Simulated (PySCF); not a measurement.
C3H10BN.
Structure used (GFN2-xTB), in Å, numbered top down from 1:
```
atom  x, y, z in Å
C1     2.6170   -0.3412   -0.3931
C2     1.5928    0.1888    0.2525
C3     0.2814    0.5422   -0.3525
B4    -0.9133   -0.4343    0.1996
N5    -2.2682    0.0778   -0.6040
H6     3.5360   -0.6074    0.1032
H7     2.5779   -0.5373   -1.4531
H8     1.6660    0.3635    1.3191
H9     0.0576    1.5848   -0.0984
H10    0.3686    0.4818   -1.4422
H11   -0.7717   -1.5739   -0.1130
H12   -1.1539   -0.2848    1.3562
H13   -3.0642   -0.4837   -0.3231
H14   -2.1015   -0.0216   -1.5994
H15   -2.4290    1.0535   -0.3793
```

The closed-shell SCF was solved with PySCF and density fitting under several settings on one GFN2-xTB geometry (grid level 2 and gas phase unless stated).

```csv
settings,basis functions,SCF cycles,E (Eh),HOMO (eV),LUMO (eV),dipole (D)
PBE0/pcSseg-1,135,14,-199.6472,-6.28,0.22,5.92
CAM-B3LYP/def2-SVPD,180,12,-199.6711,-7.66,0.37,5.75
"HSE06/pcJ-1, grid level 4, level shift 0.3 Eh",235,12,-199.7032,-5.87,-0.12,5.89
B97-D/STO-3G,35,13,-197.3654,-2.95,3.70,6.49
```

**Question.** Estimate the row for these settings: mPW1PW91/pcSseg-1, start guess vsap.

**Answer.** 
| settings | basis functions | SCF cycles | E (Eh) | HOMO (eV) | LUMO (eV) | dipole (D) |
| --- | --- | --- | --- | --- | --- | --- |
| mPW1PW91/pcSseg-1, start guess vsap | 135 | 13 | -199.8533 | -6.30 | 0.19 | 5.91 |

**Question.** Over all rows, what range does the HOMO–LUMO gap span?

**Answer.** From 5.75 eV (HSE06/pcJ-1, grid level 4, level shift 0.3 Eh) to 8.03 eV (CAM-B3LYP/def2-SVPD). The functional of the narrowest has 25 % exact exchange at short range alone, that of the widest range-separated exact exchange.

**Question.** And the dipole moment?

**Answer.** From 5.75 D (CAM-B3LYP/def2-SVPD) to 6.49 D (B97-D/STO-3G); the largest is 1.13 times the smallest, and the median is 5.91 D.

B97-D ran without the empirical dispersion term, which would shift the total energy alone. Cycle counts include a coarse-grid stage where the run had one.

One conformer stands for the species.
